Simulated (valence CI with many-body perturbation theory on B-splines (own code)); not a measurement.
Level structure of Cu¹⁵⁺

Method: valence CI with perturbative core correlation (CI+MBPT): four valence electrons over a frozen Dirac-Fock core [Ne], a basis of 9 s, 9 p, 8 d, 6 f, 3 g, 1 h functions for each j, with the one-electron correlation potential Σ1, the two-electron term Σ2, the three-electron term Σ3, Breit, model QED; selected CI, second order for the rest, scaled by the run's own slope (own B-spline code, finite nucleus).

No measured levels were compared; by estimate levels of excited configurations hold to 0.05 to 0.15 % of their energy, terms of the ground configuration to about 0.5 %.

Levels 1 to 35 of 35, with energies above the lowest level, 3s²3p² ³P_0. "Leading %" is the weight of the configuration and term that name the level; weights of strongly mixed levels are sums over their largest components and can fall short, so below about 35 % the name and the second component can differ from the true leading terms, or belong to a minority configuration. In the jj column 3d3/2^4 stands for four electrons in 3d with j = 3/2. Lifetimes count E1, E2, E3, M1 and M2 decay at the calculated energies, and are blank where another channel may lead or the interval is too uncertain; long ones can be off by a factor of two.

| No. | Configuration | Term | J | E (cm⁻¹) | Leading % | g | Lifetime | Leading jj |
| --- | --- | --- | --- | --- | --- | --- | --- | --- |
| 1 | 3s²3p² | ³P | 0 | 0 | 91 |  |  | 3s^2 3p1/2^2 (85 %) |
| 2 | 3s²3p² | ³P | 1 | 18586 | 97 | 1.500 | 9.21 ms | 3s^2 3p1/2 3p3/2 (97 %) |
| 3 | 3s²3p² | ³P | 2 | 32782 | 80 | 1.410 | 31.4 ms | 3s^2 3p1/2 3p3/2 (73 %) |
| 4 | 3s²3p² | ¹D | 2 | 72167 | 80 | 1.089 | 1.35 ms | 3s^2 3p3/2^2 (73 %) |
| 5 | 3s²3p² | ¹S | 0 | 123860 | 90 |  | 247 μs | 3s^2 3p3/2^2 (84 %) |
| 6 | 3s3p³ | ⁵S° | 2 | 276200 | 97 | 1.988 | 21.2 ns | 3s 3p1/2 3p3/2^2 (51 %) |
| 7 | 3s3p³ | ³D° | 1 | 360940 | 81 | 0.569 | 361 ps | 3s 3p1/2^2 3p3/2 (42 %) |
| 8 | 3s3p³ | ³D° | 2 | 361410 | 79 | 1.203 | 425 ps | 3s 3p1/2 3p3/2^2 (57 %) |
| 9 | 3s3p³ | ³D° | 3 | 368030 | 88 | 1.333 | 512 ps | 3s 3p1/2 3p3/2^2 (88 %) |
| 10 | 3s3p³ | ³P° | 0 | 413750 | 89 |  | 165 ps | 3s 3p1/2 3p3/2^2 (89 %) |
| 11 | 3s3p³ | ³P° | 1 | 415650 | 82 | 1.441 | 160 ps | 3s 3p1/2 3p3/2^2 (62 %) |
| 12 | 3s3p³ | ³P° | 2 | 417030 | 67 | 1.415 | 184 ps | 3s 3p3/2^3 (44 %) |
| 13 | 3s3p³ | ¹D° | 2 | 455320 | 48 | 1.056 | 138 ps | 3s 3p1/2 3p3/2^2 (33 %) |
| 14 | 3s3p³ | ³S° | 1 | 511370 | 68 | 1.716 | 13.7 ps | 3s 3p1/2 3p3/2^2 (55 %) |
| 15 | 3s²3p3d | ³F° | 2 | 525590 | 95 | 0.675 | 623 ps | 3s^2 3p1/2 3d3/2 (75 %) |
| 16 | 3s²3p3d | ³F° | 3 | 537540 | 96 | 1.085 | 1.05 ns | 3s^2 3p1/2 3d5/2 (55 %) |
| 17 | 3s3p³ | ¹P° | 1 | 547880 | 61 | 1.270 | 17.7 ps | 3s 3p3/2^3 (56 %) |
| 18 | 3s²3p3d | ³F° | 4 | 556290 | 97 | 1.249 |  | 3s^2 3p3/2 3d5/2 (97 %) |
| 19 | 3s²3p3d | ³P° | 2 | 591760 | 46 | 1.279 | 15.9 ps | 3s^2 3p1/2 3d5/2 (70 %) |
| 20 | 3s²3p3d | ³D° | 1 | 602470 | 46 | 0.958 | 13.5 ps | 3s^2 3p1/2 3d3/2 (67 %) |
| 21 | 3s²3p3d | ¹D° | 2 | 614040 | 35 | 1.109 | 13.2 ps | 3s^2 3p3/2 3d3/2 (30 %) |
| 22 | 3s²3p3d | ³P° | 0 | 617790 | 88 |  | 17.2 ps | 3s^2 3p3/2 3d3/2 (88 %) |
| 23 | 3s²3p3d | ³P° | 1 | 622940 | 48 | 1.049 | 14.0 ps | 3s^2 3p3/2 3d3/2 (77 %) |
| 24 | 3s²3p3d | ³D° | 3 | 625020 | 84 | 1.323 | 12.4 ps | 3s^2 3p3/2 3d5/2 (52 %) |
| 25 | 3s²3p3d | ³D° | 2 | 627140 | 53 | 1.270 | 13.6 ps | 3s^2 3p3/2 3d5/2 (43 %) |
| 26 | 3s²3p3d | ¹F° | 3 | 681360 | 94 | 1.006 | 11.7 ps | 3s^2 3p3/2 3d3/2 (39 %) |
| 27 | 3s²3p3d | ¹P° | 1 | 699070 | 84 | 0.990 | 14.5 ps | 3s^2 3p3/2 3d5/2 (64 %) |
| 28 | 3p⁴ | ³P | 2 | 743700 | 52 | 1.423 | 87.6 ps | 3p1/2^2 3p3/2^2 (59 %) |
| 29 | 3p⁴ | ³P | 1 | 767180 | 57 | 1.489 | 85.4 ps | 3p1/2 3p3/2^3 (57 %) |
| 30 | 3p⁴ | ³P | 0 | 770220 | 55 |  | 78.5 ps | 3p1/2^2 3p3/2^2 (36 %) |
| 31 | 3s3p²3d | ⁵F | 1 | 778520 | 95 | 0.044 | 2.73 ns | 3s 3p1/2^2 3d3/2 (44 %) |
| 32 | 3p⁴ | ¹D | 2 | 780980 | 52 | 1.072 | 133 ps | 3p1/2 3p3/2^3 (55 %) |
| 33 | 3s3p²3d | ⁵F | 2 | 782590 | 87 | 1.030 | 1.15 ns | 3s 3p1/2 3p3/2 3d3/2 (42 %) |
| 34 | 3s3p²3d | ⁵F | 3 | 788950 | 91 | 1.270 | 5.35 ns | 3s 3p1/2 3p3/2 3d3/2 (42 %) |
| 35 | 3s3p²3d | ⁵F | 4 | 798360 | 93 | 1.358 | 36.0 ns | 3s 3p1/2 3p3/2 3d5/2 (67 %) |

Names give the largest LS component (configuration and term), which can be under half, so a name can repeat, a term be missing and a line seem to break the LS rules; names also repeat where a configuration has a term twice.

Where two levels of one J and parity lie close, their mixing, g and order are uncertain.

The ionisation energy to 3s²3p ²P°1/2 of the next ion comes out as 517.99 eV (NIST: 518.7 ± 1.2 eV (semi-empirical)). All 35 levels together are meant to be complete up to 809690 cm⁻¹.
